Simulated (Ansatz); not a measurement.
Species: CH3BClS, charge 0, multiplicity 2. It need not be the lowest isomer of its formula. 
Coordinates optimised at B3LYP-D3(BJ)/def2-TZVP (Ansatz, a program for electronic structure):
```
C
H 1 1.0866
H 1 1.0866 2 110.26
H 1 1.0878 2 110.04 3 -121.55
S 1 1.8432 2 109.88 4 -117.18
B 5 1.7443 1 105.88 2 -60.74
Cl 6 1.7328 5 130.76 1 0.00
```
Charge 0, spin multiplicity 2.

Computed values are from Ansatz. Valence correlation only, unless marked. UHF or UKS for open shells. Spin-orbit coupling is left out. Non-relativistic. Basis-set limits of correlation are two-point, X^-3; Hartree-Fock from the larger set.

Q: What is the total energy at CCSD(T)/CBS(aug-cc-pV(T+d)Z,aug-cc-pV(Q+d)Z)?

A: -922.1852 Eh.

Q: What is the T1 diagnostic at CCSD/aug-cc-pV(Q+d)Z?

A: 0.015.

Q: What is the atomisation energy De at CCSD(T)/CBS(aug-cc-pV(T+d)Z,aug-cc-pV(Q+d)Z)?

A: 2394.5 kJ/mol.

Q: What is the dipole moment at CCSD(T)/aug-cc-pV(D+d)Z?

A: 2.19 D.
